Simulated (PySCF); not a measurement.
Gas-phase reaction: Ti(OH)₄ + 6 O → TiO₂ + 4 HO₂

Computed with PySCF (xtb for GFN2) and rigid-rotor harmonic-oscillator thermochemistry at 1 bar. † marks an energy on the PBE0/def2-TZVP geometry and frequencies; other levels use their own. MP2 and CCSD(T) freeze the core. Open shells (unrestricted): O (multiplicity 3, electronic degeneracy 9), HO₂ (multiplicity 2); the rest are closed-shell singlets. GFN2 has no spin-polarisation term. Spin-orbit splitting is ignored; it lowers the true energy and changes the entropy of O. Ti(OH)₄: computed as isolated molecules; such fragments, hydroxides, amides, oligomers or adducts are transient or little studied in the gas. MP2 isn't extrapolated to the basis-set limit; its ΔH°(298 K) is -374.3 kJ in def2-SVP and -484.3 kJ in def2-TZVPP. CCSD(T) isn't extrapolated to the basis-set limit. The harmonic model lacks anharmonicity and excited electronic states, which grow with temperature; levels with a mode under 35 cm⁻¹ are left out. Warning, large T1 diagnostic: Ti(OH)₄, TiO₂ (CCSD(T)/def2-SVP†).

ΔH° and ΔS° at 298 K: BLYP/def2-TZVP† -709 kJ, -164 J/K; CCSD(T)/def2-SVP† -284 kJ, -164 J/K; GFN2-xTB -2144 kJ, -190 J/K; HF/def2-TZVP† 751 kJ, -164 J/K; MP2/def2-SVP† -374 kJ, -164 J/K.

Problem. With the heat capacities included, give log10 K (1 bar) at 500, 600, 1400, 1800, 2500 K from BLYP/def2-TZVP†, CCSD(T)/def2-SVP†, GFN2-xTB, HF/def2-TZVP†, MP2/def2-SVP†.

Solution. 
```csv
T (K),BLYP/def2-TZVP†,CCSD(T)/def2-SVP†,GFN2-xTB,HF/def2-TZVP†,MP2/def2-SVP†
500,65.0,20.6,213.5,-87.5,30.0
600,52.3,15.3,175.8,-74.8,23.2
1400,14.9,-0.9,67.1,-39.5,2.5
1800,8.4,-3.9,48.6,-33.9,-1.3
2500,1.8,-7.0,30.4,-28.7,-5.1
```
